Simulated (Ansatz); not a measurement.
ethylene (C$_{2}$H$_{4}$), singlet, geometry from GFN2-xTB, atoms displaced at random by about 0.08 Å a coordinate; HF/cc-pVDZ, gradient (Ansatz, an electronic-structure program).

Ansatz was given this input:
Ansatz 0.2 input:
```yaml
crystal:
  periodic: [false, false, false]
  atoms:
    - {symbol: C, position_ang: [0.11374626, 0.12242547, 0.75746679]}
    - {symbol: C, position_ang: [-0.02924251, 0.15160970, -0.70248137]}
    - {symbol: H, position_ang: [-0.05039440, 0.83865074, 1.25612619]}
    - {symbol: H, position_ang: [0.07717775, -0.93639877, 1.24866838]}
    - {symbol: H, position_ang: [-0.09872463, 1.04768100, -1.20657127]}
    - {symbol: H, position_ang: [-0.02022918, -0.74231239, -1.24783293]}
basis:
  gaussian:
    orbitals: cc-pVDZ
hamiltonian:
  xc: hf
output: {forces: true}
```

Predict the main parts of the log of this Ansatz run.


```
Functional definition: HF
434 factors; integrals over basis functions are off by at most 1.1e-3 eV
mean field evaluation 1: about -2120.4769 eV, gradient 1.9e1 eV
mean field evaluation 2: about -2120.4776 eV, gradient 1.9e1 eV
mean field evaluation 4: about -2121.6068 eV, gradient 1.8e0 eV
mean field evaluation 8: about -2121.6179 eV, gradient 4.7e-3 eV
mean field -2121.61786927 eV, -77.9680186113 hartree, gradient 1.0e-5 eV, S^2 0.000000; 0 other end points of the search recorded, 0 dependent functions left out
the calculation of the forces begins
reference -2121.61786927 eV, -77.9680186113 hartree; 8, 8 occupied and 40, 40 virtual orbitals, 434 factors
Total energy: -2121.61786927 eV, -77.9680186113 hartree
Atom 0 at     0.113746     0.122425     0.757467 Å, force     0.383557   -13.422130   -13.504776 eV/Å
Atom 1 at    -0.029243     0.151610    -0.702481 Å, force     1.076645    -0.826462     8.733274 eV/Å
Atom 2 at    -0.050394     0.838651     1.256126 Å, force    -1.815500    11.007483     7.581598 eV/Å
Atom 3 at     0.077178    -0.936399     1.248668 Å, force     0.431369     2.419547    -0.940625 eV/Å
Atom 4 at    -0.098725     1.047681    -1.206571 Å, force    -0.218177     2.079521    -1.103454 eV/Å
Atom 5 at    -0.020229    -0.742312    -1.247833 Å, force     0.142105    -1.257959    -0.766016 eV/Å
Dipole moment:    -0.045196     0.006964    -0.026474 e Å
```
